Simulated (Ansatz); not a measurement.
Geometry optimisation, RKS PBE0-D4/6-31G* (Ansatz).

input.yaml

```yaml
crystal:
  periodic: [false, false, false]
  atoms:
    - { symbol: B, position_ang: [-0.136842, 0.652401, -0.468511] }
    - { symbol: H, position_ang: [0.023082, -0.115131, 1.801465] }
    - { symbol: C, position_ang: [1.27165, 0.011285, -0.773641] }
    - { symbol: H, position_ang: [1.241768, -1.079518, -0.884694] }
    - { symbol: H, position_ang: [1.664648, 0.422916, -1.713046] }
    - { symbol: H, position_ang: [2.003587, 0.254016, 0.002288] }
    - { symbol: "N", position_ang: [-1.335209, -0.019024, -0.801097] }
    - { symbol: H, position_ang: [-1.331686, -0.916543, -1.261139] }
    - { symbol: H, position_ang: [-2.261366, 0.376362, -0.70587] }
    - { symbol: O, position_ang: [-0.150153, 1.922292, 0.108744] }
    - { symbol: H, position_ang: [-1.044364, 2.284627, 0.173104] }
    - { symbol: H, position_ang: [0.135185, 0.582516, 1.852997] }
basis:
  gaussian: { orbitals: "6-31G*" }
hamiltonian:
  xc: pbe0
  dispersion: d4
relax:
  f_tol: 0.03
  max_steps: 50
```

Command:

```bash
$ ansatz run input.yaml --threads 1 --pin off --max-ram 2048MiB --backend cpu --events-out ev --progress --plain --runs-dir out
```

Question: Where does it end, and by what steps?

Answer: The run converged. The force dipped under the threshold on the way, but the program's further checks kept it going. After 27 steps the energy has fallen by 0.233 eV; H2 moved furthest, 1.88 Å.

| step | energy less start (eV) | largest force component (eV/Å) | accepted |
| --- | --- | --- | --- |
| 0 | 0.0000 | 1.549 | yes |
| 1 | -0.1337 | 0.205 | yes |
| 2 | -0.1772 | 0.215 | yes |
| 3 | -0.1967 | 0.188 | yes |
| 4 | -0.2017 | 0.315 | yes |
| 5 | -0.1975 | 0.583 | no |
| 6 | -0.2064 | 0.109 | yes |
| 7 | -0.2101 | 0.068 | yes |
| 8 | -0.2125 | 0.295 | yes |
| 9 | -0.2157 | 0.159 | yes |
| 10 | -0.2202 | 0.027 | yes |
| 11 | -0.2224 | 0.188 | yes |
| 12 | -0.2252 | 0.096 | yes |
| 13 | -0.2271 | 0.216 | yes |
| 14 | -0.2286 | 0.139 | yes |
| 15 | -0.2296 | 0.132 | yes |
| 16 | -0.2308 | 0.067 | yes |
| 17 | -0.2315 | 0.063 | yes |
| 18 | -0.2320 | 0.063 | yes |
| 19 | -0.2323 | 0.060 | yes |
| 20 | -0.2325 | 0.034 | yes |
| 21 | -0.2325 | 0.032 | yes |
| 22 | -0.2328 | 0.018 | yes |
| 23 | -0.2323 | 0.095 | no |
| 24 | -0.2330 | 0.012 | yes |
| 25 | -0.2329 | 0.071 | no |
| 26 | -0.2329 | 0.060 | no |
| 27 | -0.2331 | 0.004 | yes |

```xyz
12
Properties=species:S:1:pos:R:3
B -0.170 0.482 -0.675
H 0.199 0.817 3.428
C 1.250 -0.064 -1.094
H 1.213 -0.863 -1.842
H 1.867 0.747 -1.499
H 1.785 -0.448 -0.218
N -1.356 -0.025 -1.254
H -1.335 -0.751 -1.952
H -2.290 0.282 -1.028
O -0.199 1.479 0.280
H -1.096 1.767 0.490
H 0.212 0.954 2.695
```

Whether the end is a true minimum wasn't checked by a vibrational analysis.

Run time: 66 s on 1 thread of Intel(R) Xeon(R) Platinum 8488C (Sapphire Rapids), with other jobs on the host, peak memory 0.17 GiB.
